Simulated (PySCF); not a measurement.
Geometries of 2 isomers of C3H6BNO2, from PySCF 2.14.0, PBE0-D3(BJ)/def2-SVP geometry optimisation, gas phase. One conformer each, no zero-point energy, no frequencies.

Question: Which is lower in electronic energy at this level?
A.
```xyz
13
angstrom
N     -3.420    0.857    0.666
C     -2.451    0.289    0.386
C     -1.215   -0.398    0.028
C     -0.026    0.549   -0.139
B      1.326   -0.189   -0.500
O      1.319   -1.542   -0.619
O      2.504    0.469   -0.698
H     -1.000   -1.156    0.799
H     -1.391   -0.963   -0.901
H     -0.250    1.296   -0.922
H      0.118    1.137    0.785
H      2.192   -1.886   -0.840
H      2.440    1.422   -0.599
```
B.
```xyz
13
angstrom
B      2.290   -0.654   -1.719
N      1.198   -0.461   -0.674
C      0.378   -0.309    0.120
C     -0.645   -0.105    1.144
O     -1.287    1.144    0.995
C     -2.393    1.150    0.224
O     -2.850    0.193   -0.319
H      2.852   -1.698   -1.413
H      1.719   -0.725   -2.797
H      3.022    0.320   -1.618
H     -1.370   -0.932    1.084
H     -0.160   -0.106    2.131
H     -2.799    2.180    0.192
```

Answer: A. That is `N#CCCB(O)O`, 96.2 kcal/mol below the other.

```json
{"SMILES": "N#CCCB(O)O", "atoms numbered as above": "[N:1]#[C:2][CH2:3][CH2:4][B:5]([OH:6])[OH:7]", "E (Eh)": "-347.43806", "relative (kcal/mol)": "0.0", "relative (kJ/mol)": "0.0", "dipole (D)": "4.60"}
{"SMILES": "[BH3-][N+]#CCOC=O", "atoms numbered as above": "[BH3-:1][N+:2]#[C:3][CH2:4][O:5][CH:6]=[O:7]", "E (Eh)": "-347.28476", "relative (kcal/mol)": "96.2", "relative (kJ/mol)": "402.5", "dipole (D)": "6.66"}
```

As drawn, the lower has an O–H bond and a B–O bond, which the higher lacks; the higher has a B–N bond, which the lower lacks.
